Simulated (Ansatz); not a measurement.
Mulliken charges of C2H4AlBS (`BS[C]1=[CH][AlH]1`) from PBE/def2-TZVPP in Ansatz (PBE0-D4/def2-TZVP geometry).

```json
{"atom": "B1", "x (Å)": "0.301", "y (Å)": "1.568", "z (Å)": "-1.576", "charge (e)": "-0.065"}
{"atom": "S2", "x (Å)": "0.705", "y (Å)": "-0.138", "z (Å)": "-1.409", "charge (e)": "-0.047"}
{"atom": "C3", "x (Å)": "0.097", "y (Å)": "-0.589", "z (Å)": "0.166", "charge (e)": "-0.020"}
{"atom": "C4", "x (Å)": "0.160", "y (Å)": "-1.816", "z (Å)": "0.767", "charge (e)": "-0.204"}
{"atom": "Al5", "x (Å)": "-0.693", "y (Å)": "-0.576", "z (Å)": "1.851", "charge (e)": "0.245"}
{"atom": "H6", "x (Å)": "-0.270", "y (Å)": "2.142", "z (Å)": "-0.701", "charge (e)": "0.011"}
{"atom": "H7", "x (Å)": "0.631", "y (Å)": "2.090", "z (Å)": "-2.596", "charge (e)": "0.028"}
{"atom": "H8", "x (Å)": "0.597", "y (Å)": "-2.734", "z (Å)": "0.380", "charge (e)": "0.092"}
{"atom": "H9", "x (Å)": "-1.438", "y (Å)": "0.007", "z (Å)": "3.101", "charge (e)": "-0.040"}
```

Task: By hand: the dipole of these point charges (1 e Å = 4.8032 D).

Result: Σ q r = (-0.130, -0.024, 0.293) e Å, of length 0.321 e Å = 1.54 D.

Task: How does the dipole of the full density compare? (Best estimate.)

Result: Computed: (-0.165, -0.083, 0.403) e Å, 2.13 D; the point charges give 0.72 times that, at 7° from its direction.

Point charges leave out the atoms' own dipoles, such as those of lone pairs, and Mulliken's split depends on the basis, so the two needn't agree.
